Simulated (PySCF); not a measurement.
Scan of H₆AlN, singlet: internal rotation, threefold axis kept, other coordinates relaxed. Scanned: torsion (0 = eclipsed). Other coordinates (Al-N length, H-Al-N angle, H-N-Al angle, Al-H length, N-H length) were minimised at PBE0/def2-TZVP.

The free coordinates were minimised at PBE0/def2-TZVP in PySCF; the energy column is CCSD(T) on RHF/cc-pVTZ, 6 core orbitals frozen (PySCF 2.14.0), in kJ/mol.

```json
[
 {"at / °": "0", "Al-N length / Å": "2.076", "H-Al-N angle / °": "99.6", "H-N-Al angle / °": "110.9", "Al-H length / Å": "1.603", "N-H length / Å": "1.015", "E": "2.47"},
 {"at / °": "10", "Al-N length / Å": "2.076", "H-Al-N angle / °": "99.6", "H-N-Al angle / °": "110.9", "Al-H length / Å": "1.603", "N-H length / Å": "1.015", "E": "2.31"},
 {"at / °": "20", "Al-N length / Å": "2.075", "H-Al-N angle / °": "99.5", "H-N-Al angle / °": "110.9", "Al-H length / Å": "1.603", "N-H length / Å": "1.014", "E": "1.88"},
 {"at / °": "30", "Al-N length / Å": "2.070", "H-Al-N angle / °": "99.4", "H-N-Al angle / °": "110.9", "Al-H length / Å": "1.603", "N-H length / Å": "1.015", "E": "1.28"},
 {"at / °": "40", "Al-N length / Å": "2.068", "H-Al-N angle / °": "99.3", "H-N-Al angle / °": "111.0", "Al-H length / Å": "1.603", "N-H length / Å": "1.015", "E": "0.64"},
 {"at / °": "50", "Al-N length / Å": "2.066", "H-Al-N angle / °": "99.3", "H-N-Al angle / °": "111.0", "Al-H length / Å": "1.603", "N-H length / Å": "1.015", "E": "0.17"},
 {"at / °": "60", "Al-N length / Å": "2.063", "H-Al-N angle / °": "99.3", "H-N-Al angle / °": "111.0", "Al-H length / Å": "1.603", "N-H length / Å": "1.015", "E": "0.00"}
]
```
